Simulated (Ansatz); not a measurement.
Relaxation of CH$_{7}$NO$_{2}$Si$_{2}$ (13 atoms, charge 0, multiplicity 1), to a largest force component of 0.015 eV/Å in at most 40 steps.

All numbers below come from RKS BLYP-D4/def2-SVP in Ansatz.

```xyz
13
Properties=species:S:1:pos:R:3:forces:R:3
N -1.881 -0.622 0.329 -3.28 1.76 1.75
Si -0.752 0.425 -0.336 1.63 2.71 -0.26
O -1.045 0.631 -1.956 -0.13 0.19 -1.52
C 0.780 -0.581 -0.205 -2.57 -4.85 -0.64
Si 1.802 0.487 0.609 1.97 3.73 2.39
O 1.526 0.699 2.253 -0.41 -0.69 0.70
H -2.237 -0.120 1.187 -0.37 -0.80 -0.86
H -1.411 -1.398 0.675 0.97 -2.58 0.94
H -0.324 1.128 -2.392 -0.24 0.08 -0.03
H 1.074 -0.936 -1.148 0.99 -0.57 -2.08
H 0.542 -1.535 0.350 0.47 0.36 0.02
H 2.184 1.782 -0.006 0.15 0.10 -0.05
H 0.759 0.170 2.610 0.82 0.57 -0.34
```

Task: Where does it end, and by what steps?

Result: The run converged. After 25 steps the energy has fallen by 2.910 eV; H11 moved furthest, 0.71 Å.

```tsv
step	energy less start (eV)	largest force component (eV/Å)	accepted
0	0.0000	4.851	yes
1	-1.2156	3.128	yes
2	-2.0029	2.007	yes
3	-2.4010	1.316	yes
4	-2.6432	1.007	yes
5	-2.7735	0.414	yes
6	-2.7888	0.558	yes
7	-2.8413	0.244	yes
8	-2.8512	0.194	yes
9	-2.8501	0.270	no
10	-2.8607	0.307	yes
11	-2.8515	0.933	no
12	-2.8698	0.239	yes
13	-2.8790	0.159	yes
14	-2.8856	0.228	yes
15	-2.8919	0.323	yes
16	-2.8954	0.300	yes
17	-2.9000	0.207	yes
18	-2.9032	0.058	yes
19	-2.9058	0.086	yes
20	-2.9071	0.163	yes
21	-2.9081	0.082	yes
22	-2.9091	0.055	yes
23	-2.9090	0.060	no
24	-2.9095	0.020	yes
25	-2.9096	0.010	yes
```

```xyz
13
Properties=species:S:1:pos:R:3
N -1.589 -0.356 0.821
Si -0.518 0.207 -0.445
O -1.358 0.586 -1.861
C 1.038 -0.881 -0.386
Si 1.419 0.749 0.613
O 1.354 0.659 2.298
H -2.377 0.248 1.080
H -1.919 -1.327 0.756
H -0.884 1.183 -2.471
H 1.626 -0.843 -1.329
H 1.072 -1.901 0.048
H 2.670 1.493 0.264
H 0.481 0.316 2.580
```

The run took 3.2 min on 2 threads of AMD EPYC 7571, on a shared host, peak memory 0.29 GiB.
